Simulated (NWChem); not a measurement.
System: BH2SeOCl; SMILES OB(Cl)[SeH]

```xyz
6

B      0.4760     0.5642     0.0000
Cl    -0.6540     1.9323     0.0000
O      1.8057     0.7645     0.0000
H      2.0495     1.6979     0.0000
Se    -0.2642    -1.2310     0.0000
H      1.0572    -1.8774     0.0000
```
Atoms are numbered in this order, from 1.

Computed with NWChem. All runs use the structure optimised with PBE0/def2-SVP. GIAO values for the isolated, static molecule; σ is the absolute isotropic shielding, δ = σ(reference) − σ with the isolated reference molecule computed at the same levels (11B: boron trifluoride, 1H: tetramethylsilane, 17O: water). Spin-orbit effects, on the heavy nuclei and on their neighbours, are missing.

Q: What does the run give for BHandHLYP/pcSseg-1? Quantities: δ B1 (ppm); σ Cl2 (ppm); δ O3 (ppm); δ H4 (ppm); σ Se5 (ppm); δ H6 (ppm).

A: 
| Item | Result |
|---|---|
| δ B1 (ppm) | 36.2 |
| σ Cl2 (ppm) | 798.5 |
| δ O3 (ppm) | 168.2 |
| δ H4 (ppm) | 5.00 |
| σ Se5 (ppm) | 1945.5 |
| δ H6 (ppm) | 2.20 |
